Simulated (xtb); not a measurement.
C$_{2}$H$_{6}$Si, triplet, geometry from GFN2-xTB (the spin is typed, not shown lowest).

Input for xtb:
```
$ xtb mol.xyz --gfn 1 --uhf 2 --json

# file mol.xyz
9

Si    -0.22557279     0.10048843     0.54354598
C      0.80815630     1.43062728    -0.36562619
H      0.89963295     2.32514890     0.24010217
H      0.33915249     1.70441352    -1.30816930
H      1.80852352     1.06063375    -0.57935784
C     -0.50782834    -1.56441774    -0.35805176
H      0.44090874    -2.05191612    -0.57148623
H     -1.02846229    -1.40813635    -1.30029770
H     -1.10370406    -2.23423906     0.25163281
```

### Question
What does this run give for the partial charges in atom order, dipole moment, total energy?

### Answer

```yaml
partial_charges_in_atom_order: Si1 -0.01, C2 -0.14, H3 0.05, H4 0.05, H5 0.05, C6 -0.14, H7 0.05, H8 0.05, H9 0.05
dipole_moment: 1.05 D
total_energy: -9.131709 Ha
```
